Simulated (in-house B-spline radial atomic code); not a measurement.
## Ionising Al VI (Al5+) with different functionals

Computed with a B-spline radial code for spherical atoms: non-relativistic Hamiltonian, point nucleus, spin-polarised at highest spin, spherical fractional occupations for the functionals, the average over the highest-spin determinants for Hartree-Fock. The ionisation energy is the difference of two self-consistent energies, [He] 2s2 2p4 → [He] 2s2 2p3, without Breit or QED terms; ε is the level of the shell that loses the electron (its least bound occupied spin orbital).

Hybrids are left out here: with spherical fractional occupations of an open shell their exact exchange keeps a self-interaction that integer-occupation calculations don't have.

```tsv
method	rung	ΔSCF (eV)	-ε(2p) (eV)
Hartree-Fock	Hartree-Fock	188.49	190.67
LDA VWN5	LDA	190.04	171.99
LDA PW92	LDA	190.03	171.97
LDA exchange-only	LDA	187.05	169.28
PBE	GGA	189.97	171.88
PBEsol	GGA	189.55	171.58
BLYP	GGA	190.16	171.96
RPBE	GGA	189.71	171.71
PW91	GGA	190.20	172.13
BP86	GGA	190.18	172.10
AM05	GGA	?	?
OLYP	GGA	189.35	171.60
TPSS	meta-GGA	?	?
SCAN	meta-GGA	188.72	171.57
r2SCAN	meta-GGA	188.64	171.54
M06-L	meta-GGA	188.62	171.32
revTPSS	meta-GGA	189.13	171.51
```

Q: What does TPSS give?

A: ΔSCF 189.51 eV, and -ε(2p) = 171.82 eV.

Q: What does AM05 give?

A: ΔSCF 189.39 eV, and -ε(2p) = 171.48 eV.

Q: How do they compare with the NIST value?

A: NIST lists 190.49 eV ± 0.05 (semi-empirical, ground level to ground level). Errors run from -3.44 to -0.29 eV; PW91 is closest (-0.29 eV), though others lie within the uncertainty of it, and part of that can be cancellation, since the calculations leave out relativity, Breit-QED terms, multiplet and fine-structure energies. Hartree-Fock also lacks correlation.
